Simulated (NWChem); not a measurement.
Everything below was run with NWChem. System: CF, charge 0, spin multiplicity 2, at a geometry optimised with UB3LYP/def2-SVP. The structure started from a generated list of species. Its SCF solution wasn't tested for a lower state. Level: ROCCSDT/cc-pVDZ, 2 core orbitals frozen.

Job file:

```
start mol
memory heap 100 mb stack 700 mb global 1900 mb
geometry units angstroms nocenter noautoz
  C      0.000000     0.000000     0.763121
  F      0.000000     0.000000    -0.508747
  symmetry group C2v
end
basis spherical
  * library cc-pvdz
end
scf
  rohf
  nopen 1
  maxiter 100
  thresh 1e-7
  semidirect memsize 60000000 filesize 0
  # guess.movecs holds the orbitals of an unrestricted PBE0 run
  vectors input guess.movecs output mol.movecs
end
tce
  freeze core 2
  ccsdt
  2eorb
  2emet 13
  thresh 1e-6
  maxiter 100
  tilesize 24
end
task tce energy
```

Output (cleaned and shortened):

```
             Northwest Computational Chemistry Package (NWChem) 7.3.0
             --------------------------------------------------------

                                NWChem Input Module
                                -------------------

 Scaling coordinates for geometry "geometry" by  1.889725989
 (inverse scale =  0.529177249)

 Turning off AUTOSYM since
 SYMMETRY directive was detected!

                             Geometry "geometry" -> ""
                             -------------------------

 Output coordinates in angstroms (scale by  1.889725989 to convert to a.u.)

  No.       Tag          Charge          X              Y              Z
 ---- ---------------- ---------- -------------- -------------- --------------
    1 C                    6.0000     0.00000000     0.00000000     0.76312100
    2 F                    9.0000     0.00000000     0.00000000    -0.50874700

 Effective nuclear repulsion energy (a.u.)      22.4674034145

            Nuclear Dipole moment (a.u.)
            ----------------------------
        X                 Y               Z
 ---------------- ---------------- ----------------
     0.0000000000     0.0000000000     0.0000056692

      Symmetry information
      --------------------

 Group name             C2v
 Group number             16
 Group order               4
 No. of unique centers     2

      Symmetry unique atoms

     1    2


 Summary of "ao basis" -> "" (spherical)
 ------------------------------------------------------------------------------
       Tag                 Description            Shells   Functions and Types
 ---------------- ------------------------------  ------  ---------------------
 *                          cc-pvdz                   on all atoms

 Summary of "ao basis" -> "ao basis" (spherical)
 ------------------------------------------------------------------------------
       Tag                 Description            Shells   Functions and Types
 ---------------- ------------------------------  ------  ---------------------
 C                          cc-pvdz                  6       14   3s2p1d
 F                          cc-pvdz                  6       14   3s2p1d

                                 NWChem SCF Module
                                 -----------------

  ao basis        = "ao basis"
  functions       =    28
  atoms           =     2
  closed shells   =     7
  open shells     =     1
  charge          =   0.00
  wavefunction    = ROHF
  use symmetry    = T
  symmetry adapt  = T

 Summary of "ao basis" -> "ao basis" (spherical)
 ------------------------------------------------------------------------------
       Tag                 Description            Shells   Functions and Types
 ---------------- ------------------------------  ------  ---------------------
 C                          cc-pvdz                  6       14   3s2p1d
 F                          cc-pvdz                  6       14   3s2p1d

      Symmetry analysis of basis
      --------------------------

        a1         14
        a2          2
        b1          6
        b2          6

 Forming initial guess at       0.0s

      Symmetry analysis of molecular orbitals - initial
      -------------------------------------------------

  Numbering of irreducible representations:

     1 a1          2 a2          3 b1          4 b2

  Orbital symmetries:

     1 a1          2 a1          3 a1          4 a1          5 b2
     6 b1          7 a1          8 b2          9 b1         10 a1
    11 b2         12 b1         13 a1         14 a1         15 a1
    16 a2         17 b2         18 a1

 Starting SCF solution at       0.0s

 ----------------------------------------------
         Quadratically convergent ROHF

 Convergence threshold     :          1.000E-07
 Maximum no. of iterations :          100
 Final Fock-matrix accuracy:          1.000E-09
 ----------------------------------------------

              iter       energy          gnorm     gmax       time
             ----- ------------------- --------- --------- --------
                 1     -137.1519550172  5.31D-01  2.33D-01      0.1
                 2     -137.1714328777  2.40D-01  8.99D-02      0.1
                 3     -137.1754139435  1.81D-02  7.58D-03      0.1
                 4     -137.1754709699  1.18D-04  5.62D-05      0.1
                 5     -137.1754709710  4.68D-09  1.90D-09      0.1

       Final ROHF results
       ------------------

         Total SCF energy =   -137.175470970977
      One-electron energy =   -233.987644565133
      Two-electron energy =     74.344770179663
 Nuclear repulsion energy =     22.467403414492

        Time for solution =      0.1s

       Symmetry analysis of molecular orbitals - final
       -----------------------------------------------

  Numbering of irreducible representations:

     1 a1          2 a2          3 b1          4 b2

  Orbital symmetries:

     1 a1          2 a1          3 a1          4 a1          5 b2
     6 b1          7 a1          8 b2          9 b1         10 a1
    11 b2         12 b1         13 a1         14 a1         15 a1
    16 a2         17 a1         18 b2

             Final eigenvalues
             -----------------

              1
    1  -26.3878
    2  -11.3737
    3   -1.7195
    4   -0.9171
    5   -0.7580
    6   -0.7395
    7   -0.5594
    8   -0.1013
    9    0.0913
   10    0.3411
   11    0.6631
   12    0.6944
   13    0.7433
   14    0.7762
   15    1.3029
   16    1.3708
   17    1.3710
   18    1.4062

                       ROHF Final Molecular Orbital Analysis
                       -------------------------------------

 Vector    6  Occ=2.000000D+00  E=-7.395041D-01  Symmetry=b1
              MO Center= -2.3D-15, -8.7D-17, -4.1D-01, r^2= 5.5D-01
   Bfn.  Coefficient  Atom+Function         Bfn.  Coefficient  Atom+Function
  ----- ------------  ---------------      ----- ------------  ---------------
    18      0.635928  2 F  px                21      0.430393  2 F  px

 Vector    7  Occ=2.000000D+00  E=-5.594069D-01  Symmetry=a1
              MO Center=  1.3D-15,  2.2D-15,  9.3D-01, r^2= 1.0D+00
   Bfn.  Coefficient  Atom+Function         Bfn.  Coefficient  Atom+Function
  ----- ------------  ---------------      ----- ------------  ---------------
     3      0.577027  1 C  s                  2      0.353083  1 C  s
     6      0.353477  1 C  pz                20     -0.281717  2 F  pz
    23     -0.195768  2 F  pz

 Vector    8  Occ=1.000000D+00  E=-1.013373D-01  Symmetry=b2
              MO Center=  9.4D-16, -3.5D-15,  7.2D-01, r^2= 1.1D+00
   Bfn.  Coefficient  Atom+Function         Bfn.  Coefficient  Atom+Function
  ----- ------------  ---------------      ----- ------------  ---------------
     5      0.697398  1 C  py                 8      0.470748  1 C  py
    22     -0.226101  2 F  py                19     -0.223087  2 F  py

 Vector    9  Occ=0.000000D+00  E= 9.133203D-02  Symmetry=b1
              MO Center=  6.2D-15, -5.3D-17,  7.3D-01, r^2= 1.5D+00
   Bfn.  Coefficient  Atom+Function         Bfn.  Coefficient  Atom+Function
  ----- ------------  ---------------      ----- ------------  ---------------
     7      0.695646  1 C  px                 4      0.488159  1 C  px
    21     -0.282633  2 F  px                18     -0.241129  2 F  px

 Vector   10  Occ=0.000000D+00  E= 3.411391D-01  Symmetry=a1
              MO Center= -1.2D-14, -4.9D-17,  5.6D-01, r^2= 2.5D+00
   Bfn.  Coefficient  Atom+Function         Bfn.  Coefficient  Atom+Function
  ----- ------------  ---------------      ----- ------------  ---------------
     9      1.291507  1 C  pz                17      1.082339  2 F  s
     3     -0.904999  1 C  s                 23      0.473429  2 F  pz
     6      0.247020  1 C  pz                20      0.193308  2 F  pz

 Vector   11  Occ=0.000000D+00  E= 6.630870D-01  Symmetry=b2
              MO Center=  5.2D-17, -2.1D-14,  8.4D-01, r^2= 2.2D+00
   Bfn.  Coefficient  Atom+Function         Bfn.  Coefficient  Atom+Function
  ----- ------------  ---------------      ----- ------------  ---------------
     8      1.144561  1 C  py                 5     -0.938724  1 C  py

 center of mass
 --------------
 x =   0.00000000 y =   0.00000000 z =  -0.03096427

 moments of inertia (a.u.)
 ------------------
          42.485501411801           0.000000000000           0.000000000000
           0.000000000000          42.485501411801           0.000000000000
           0.000000000000           0.000000000000           0.000000000000

  Mulliken analysis of the total density
  --------------------------------------

    Atom       Charge   Shell Charges
 -----------   ------   -------------------------------------------------------
    1 C    6     5.86   2.00  0.86  0.97  1.36  0.56  0.10
    2 F    9     9.14   2.00  0.91  0.97  3.32  1.93  0.01

 Mulliken analysis of the open-shell density
 -------------------------------------------

    Atom       Charge   Shell Charges
 -----------   ------   -------------------------------------------------------
    1 C    6     0.95  -0.00  0.00  0.00  0.62  0.34 -0.00
    2 F    9     0.05   0.00  0.00 -0.00  0.05 -0.01  0.00

       Multipole analysis of the density wrt the origin
       ------------------------------------------------

     L   x y z        total         open         nuclear
     -   - - -        -----         ----         -------
     0   0 0 0     -0.000000     -1.000000     15.000000

     1   1 0 0      0.000000     -0.000000      0.000000
     1   0 1 0     -0.000000      0.000000      0.000000
     1   0 0 1     -0.143292     -1.364165      0.000006

     2   2 0 0     -6.918100     -0.671274      0.000000
     2   1 1 0      0.000000     -0.000000      0.000000
     2   1 0 1     -0.000000     -0.000000      0.000000
     2   0 2 0     -8.195453     -2.013821      0.000000
     2   0 1 1     -0.000000      0.000000      0.000000
     2   0 0 2     -9.084327     -2.929331     20.796213

                   NWChem Extensible Many-Electron Theory Module
                   ---------------------------------------------


            General Information
            -------------------
      Number of processors :     1
         Wavefunction type : Restricted open-shell Hartree-Fock
          No. of electrons :    15
           Alpha electrons :     8
            Beta electrons :     7
           No. of orbitals :    56
            Alpha orbitals :    28
             Beta orbitals :    28
        Alpha frozen cores :     2
         Beta frozen cores :     2
     Alpha frozen virtuals :     0
      Beta frozen virtuals :     0
         Spin multiplicity : doublet
    Number of AO functions :    28
       Number of AO shells :    12
        Use of symmetry is : on
      Symmetry adaption is : on
         Schwarz screening : 0.10D-09

          Correlation Information
          -----------------------
          Calculation type : Coupled-cluster singles, doubles, & triples
   Perturbative correction : none
            Max iterations :      100
        Residual threshold : 0.10D-05
     T(0) DIIS level shift : 0.00D+00
     L(0) DIIS level shift : 0.00D+00
     T(1) DIIS level shift : 0.00D+00
     L(1) DIIS level shift : 0.00D+00
     T(R) DIIS level shift : 0.00D+00
     T(I) DIIS level shift : 0.00D+00
   CC-T/L Amplitude update :  5-th order DIIS
                I/O scheme : Global Array Library
        L-threshold :  0.10D-05
        EOM-threshold :  0.10D-05
 no EOMCCSD initial starts read in
 TCE RESTART OPTIONS
 SLICE:      F
 D4D5:       F
 quantumc:   F
 qrotation:  F
 pwtce:      F
 qducc:      F
 nacto:                         0
 nrotv:                         0
 nrot:                          0

            Memory Information
            ------------------
          Available GA space size is     249035232 doubles
          Available MA space size is     104855708 doubles

 Maximum block size supplied by input
 Maximum block size        24 doubles

 tile_dim =      9

 -------------------------------------------------

 Global array virtual files algorithm will be used

 Parallel file system coherency ......... OK

 4-electron integrals stored in orbital form

 v2    file size   =            31523
 4-index algorithm nr.  13 is used
 imaxsize =       30
 imaxsize ichop =        0
 IN MAPPING 1 for UCC(4),CCSDT,CCSDTQ


 CCSDT iterations
 --------------------------------------------------------
 Iter          Residuum       Correlation     Cpu    Wall
 --------------------------------------------------------
    1   0.5462772464704  -0.2770163547919     2.8     2.8
    2   0.1897486251148  -0.2792148283169     2.8     2.8
    3   0.2197680590704  -0.2991510715565     2.8     2.8
    4   0.1749653577447  -0.2931375976223     2.9     2.9
    5   0.1825012088975  -0.3020650671873     2.9     2.9
    6   0.0126527892817  -0.3001662735967     2.9     2.9
    7   0.0066810450640  -0.2998415806921     2.9     2.9
    8   0.0042699545944  -0.2999044575090     3.0     3.0
    9   0.0026476772655  -0.2999466881445     3.0     3.0
   10   0.0021324914231  -0.2999982844681     3.0     3.0
   11   0.0005742953456  -0.3000555522250     3.3     3.3
   12   0.0002649204424  -0.3000410925811     3.3     3.3
   13   0.0002180453608  -0.3000576728089     3.0     3.0
   14   0.0001688953828  -0.3000513035912     3.0     3.0
   15   0.0001611943170  -0.3000590684581     2.9     2.9
   16   0.0000256546779  -0.3000581148562     3.0     3.0
   17   0.0000137993720  -0.3000571250861     3.0     3.0
   18   0.0000087057143  -0.3000571067734     2.9     2.9
   19   0.0000059842459  -0.3000571000024     3.0     3.0
   20   0.0000045385565  -0.3000571603672     2.9     2.9
   21   0.0000014566335  -0.3000572001100     2.8     2.8
   22   0.0000007011892  -0.3000571647070     3.0     3.0
 --------------------------------------------------------
 Iterations converged
 CCSDT correlation energy / hartree =        -0.300057164707030
 CCSDT total energy / hartree       =      -137.475528135684470

 Singles contributions

 Doubles contributions
     9b1  (alpha)     9b1  (beta ) ---     7a1  (alpha)     7a1  (beta )       -0.1068697900

 Task  times  cpu:       66.1s     wall:       66.1s

 Total times  cpu:       66.1s     wall:       66.1s
```
